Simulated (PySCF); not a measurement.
Two species compared at the same levels of theory.

First species: C6H5Cl2N.
InChI=1S/C6H5Cl2N/c1-5(6(7)8)3-2-4-9/h2,6H,1H3

Second species: C₄H₂F₃NS.
SMILES with atom numbers: `[CH2:1]=[C:2]([C:3]#[N:4])[S:5][C:6]([F:7])([F:8])[F:9]` (hydrogens: H10, H11 on C1)

Geometry (GFN2-xTB, Å), atoms numbered from 1 in this order:
```xyz
11
C4H2F3NS angstrom
C     -1.1526   -0.5992    0.0906
C     -0.8401    0.4589   -0.6530
C     -1.8424    1.3344   -1.1428
N     -2.6628    2.0309   -1.5315
S      0.7744    1.0015   -1.1805
C      1.8630   -0.2866   -0.4613
F      1.5796   -1.5078   -0.9145
F      3.1165   -0.0104   -0.7909
F      1.7905   -0.3335    0.8691
H     -2.1867   -0.7930    0.3224
H     -0.4340   -1.2925    0.4862
```

Levels: PBE0/def2-SVPD for dipole moment, HOMO energy, LUMO energy, HOMO–LUMO gap, static isotropic polarisability and electronic spatial extent ⟨r²⟩ about the centre of nuclear charge; TDDFT PBE0/def2-SVPD for lowest singlet excitation; TDA PBE0/def2-SVPD for lowest triplet excitation (Tamm–Dancoff); GFN2-xTB for rotational constant A and rotational constant C. Geometries: GFN2-xTB. All species are isolated and taken at one optimised geometry, non-relativistic unless stated; the electronic structure was computed with PySCF and density fitting.

Dipoles, sizes and rotational constants follow the conformer. The torsions of the flexible species, by atom-mapped SMILES:
- `[CH3:1][C:2](=[C:3]=[CH:4][C:5]#[N:6])[CH:7]([Cl:8])[Cl:9]`: C1–C2–C7–Cl8 -163°
- `[CH2:1]=[C:2]([C:3]#[N:4])[S:5][C:6]([F:7])([F:8])[F:9]`: C1–C2–S5–C6 1°, C2–S5–C6–F7 60°

```json
{"property": "dipole moment", "column X": "4.11 D", "column Y": "2.76 D"}
{"property": "HOMO energy", "column X": "-8.36 eV", "column Y": "-7.93 eV"}
{"property": "LUMO energy", "column X": "-1.66 eV", "column Y": "-2.09 eV"}
{"property": "HOMO–LUMO gap", "column X": "6.70 eV", "column Y": "5.84 eV"}
{"property": "lowest singlet excitation", "column X": "5.10 eV", "column Y": "5.24 eV"}
{"property": "lowest triplet excitation (Tamm–Dancoff)", "column X": "3.89 eV", "column Y": "3.32 eV"}
{"property": "static isotropic polarisability", "column X": "107.8 au", "column Y": "75.3 au"}
{"property": "electronic spatial extent ⟨r²⟩ about the centre of nuclear charge", "column X": "1936 bohr²", "column Y": "1407 bohr²"}
{"property": "rotational constant A", "column X": "1.881 GHz", "column Y": "3.160 GHz"}
{"property": "rotational constant C", "column X": "0.556 GHz", "column Y": "0.755 GHz"}
```

Q: Which column belongs to which species?

A: Column X is the first species and column Y the second. The first has 14 atoms and 82 electrons, the second 11 and 76.

Q: How does each property change from the first species to the second?

A: dipole moment -1.35 D; HOMO energy +0.43 eV; LUMO energy -0.43 eV; HOMO–LUMO gap -0.86 eV; lowest singlet excitation +0.14 eV; lowest triplet excitation (Tamm–Dancoff) -0.57 eV; static isotropic polarisability -32.5 au; electronic spatial extent ⟨r²⟩ about the centre of nuclear charge -529 bohr²; rotational constant A +1.279 GHz; rotational constant C +0.199 GHz.

On the first: In atomic units the dipole is 1.62 e·bohr (1 au = 2.5417 D).

On the second: No computed singlet falls in the visible range (750 to 380 nm, 1.65 to 3.26 eV); S1 lies 1.98 eV above its blue end.
